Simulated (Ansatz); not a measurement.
Computed with Ansatz on PBE0-D4/def2-TZVP structures; ΔE is electronic, products minus reactants. CCSD(T)/CBS adds triple-zeta CCSD(T) − MP2 to the extrapolated MP2 energy (def2 sets, frozen cores). This one scheme is used for every species. DFT in def2-TZVPP. Each species was taken in one conformer, which may not be the lowest.

Reaction (formal exchange of groups at the Si–F bond): `FC[SiH](F)[SiH3]` + CH₄ → `C[SiH]([SiH3])CF` + H–F

`FC[SiH](F)[SiH3]`:

```xyz
11

F    -1.817   -1.095    0.707
C    -1.727    0.044   -0.091
Si   -0.003    0.076   -0.874
F     0.115    1.472   -1.664
Si    1.669   -0.074    0.762
H    -2.523    0.002   -0.842
H    -1.903    0.922    0.539
H     0.107   -1.018   -1.874
H     1.624   -1.422    1.387
H     3.005    0.131    0.141
H     1.454    0.961    1.808
```

CH₄:

Cartesian coordinates in Å:
```
C 0.000 0.000 0.000
H 0.854 0.112 -0.668
H 0.113 -0.912 0.585
H -0.916 -0.057 -0.588
H -0.052 0.858 0.670
```

`C[SiH]([SiH3])CF`:

Cartesian coordinates in Å:
```
C -1.010 -0.050 -1.584
Si -0.533 0.066 0.223
Si 1.197 1.606 0.568
C 0.011 -1.641 0.862
F 1.158 -2.058 0.187
H -1.846 -0.740 -1.722
H -0.165 -0.414 -2.174
H -1.304 0.925 -1.978
H -1.712 0.457 1.054
H 2.375 1.280 -0.281
H 0.739 2.981 0.220
H 1.623 1.603 1.994
H -0.767 -2.395 0.698
H 0.235 -1.620 1.933
```

H–F:

Z-matrix (Å, degrees):
```
F
H 1 0.920
```

(1) Is it downhill or uphill in electronic energy at CCSD(T)/CBS, and by how much? (Estimate.)

(2) What do these levels give: PBE-D4, r2SCAN-D4, ωB97X-V, PBE, HF/def2-QZVPP, SCS-MP2/def2-QZVPP? (An estimate is asked.)

Largest T1 diagnostic among the species: 0.012.

## Answers

(1) Ansatz gave: Uphill: ΔE = +127.0 kJ/mol.

(2) The calculation gave: PBE-D4 120.2, r2SCAN-D4 133.2, ωB97X-V 132.9, PBE 125.6, HF/def2-QZVPP 157.4, SCS-MP2/def2-QZVPP 133.8 kJ/mol.

In def2-TZVPP, CCSD(T) changes the Hartree–Fock value by −28.4 kJ/mol (the triples alone add −3.6 kJ/mol) and MP2 by −29.8 kJ/mol. The D4 term adds −8.4 kJ/mol with B3LYP and −4.8 kJ/mol with PBE0; it sums over pairs of atoms, weighted by their polarisabilities, and B3LYP, whose exchange is more repulsive, gets the larger term.

B3LYP here is the variant with VWN-RPA as its local correlation; programs differ in this.
